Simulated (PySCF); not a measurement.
C₂H₆Cl₂Si, triplet, at the geometry of the source list (a higher spin typed on purpose: for a closed-shell molecule this is an excited state) (in this run its highest filled SCF level lies above zero, so its values depend strongly on the basis, on diffuse functions most of all). Base run: PBE0/STO-3G in PySCF.

PySCF was given this input:
```python
from pyscf import gto, scf, dft

mol = gto.Mole()
mol.atom = '''
    C     1.469700   -0.568500   -0.393700
    Si    0.046400    0.662200   -0.121000
    C    -1.522800   -0.189500    0.532200
    Cl    0.638400    2.078400    1.212700
    Cl   -0.381700    1.584400   -1.882000
    H     1.196600   -1.332300   -1.115700
    H     2.359600   -0.068300   -0.766900
    H     1.739500   -1.069400    0.531300
    H    -2.327600    0.525200    0.683400
    H    -1.880500   -0.942600   -0.163600
    H    -1.337700   -0.679700    1.483400
'''
mol.basis = 'sto-3g'
mol.charge = 0
mol.spin = 2
mol.verbose = 4
mol.build()

mf = dft.UKS(mol)
mf.xc = 'pbe0'
mf.kernel()
mo_i, mo_e, stable_i, stable_e = mf.stability(internal=True, external=False, return_status=True, nroots=6, tol=1e-6)
print('internally stable:', stable_i, ' externally stable:', stable_e)
if not stable_i:
    umf = mf.copy()
    umf.scf_summary = {}
    umf.kernel(umf.make_rdm1(mo_i, mf.mo_occ))
```

The bond that is stretched is that between atoms 5 and 2. A test that says stable can miss a lower solution.

Each row names what was changed in the base input (with any setting that the change needs).

```csv
change,ΔE vs base (eV),<S^2>,stability test says
base,0.00,2.003,internally stable (external not tested)
bond × 1.25,-2.85,2.000,internally stable (external not tested)
bond × 1.5,-3.48,2.001,internal instability
bond × 1.8,-3.58,2.001,internally stable (external not tested)
bond × 2.2,-3.58,2.001,internally stable (external not tested)
bond × 3.0,-3.58,2.001,internally stable (external not tested)
```

On stretching, the SCF can end on different states; <S^2> shows the spin contamination of each.
